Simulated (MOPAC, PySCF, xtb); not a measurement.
Pair of molecules: C2H4 (SMILES C=C) (first 6 atoms) with HBr (SMILES Br); geometry from B3LYP-D3(BJ)/def2-TZVP, rigid monomers moved along the line of their centres of mass till C2···H8 is 2.80 Å.
(charge 0, multiplicity 1):
```json
[
 {"atom": "C", "x (Å)": "-0.1451", "y (Å)": "-0.5912", "z (Å)": "0.3237"},
 {"atom": "C", "x (Å)": "0.1386", "y (Å)": "0.6887", "z (Å)": "0.1154"},
 {"atom": "H", "x (Å)": "0.6302", "y (Å)": "-1.3467", "z (Å)": "0.3618"},
 {"atom": "H", "x (Å)": "-1.1637", "y (Å)": "-0.9331", "z (Å)": "0.4615"},
 {"atom": "H", "x (Å)": "-0.6367", "y (Å)": "1.4440", "z (Å)": "0.0745"},
 {"atom": "H", "x (Å)": "1.1569", "y (Å)": "1.0305", "z (Å)": "-0.0252"},
 {"atom": "Br", "x (Å)": "0.3578", "y (Å)": "0.6440", "z (Å)": "4.3199"},
 {"atom": "H", "x (Å)": "0.2329", "y (Å)": "0.4372", "z (Å)": "2.9038"}
]
```

Monomers are frozen at their geometry in the pair; levels with a basis set take the counterpoise correction. Rows marked so take none.

Rows in 3-21G carry no dispersion term and start afresh at each structure; the Pople sets are all-electron and without relativity. The state that AM1 reach isn't checked.

Programs: MOPAC for AM1 (differences of heats of formation); PySCF for 3-21G rows; xtb for the GFN methods. Each number belongs to the level named beside it.

Task: One of these levels gives -60.6 meV for the interaction energy. Name it.
A. B3LYP/3-21G (no counterpoise)
B. AM1
C. GFN2-xTB
D. GFN-FF

Result: D, GFN-FF. The others give -34.6 (AM1), -87.3 (GFN2-xTB), -122.3 (B3LYP/3-21G (no counterpoise))
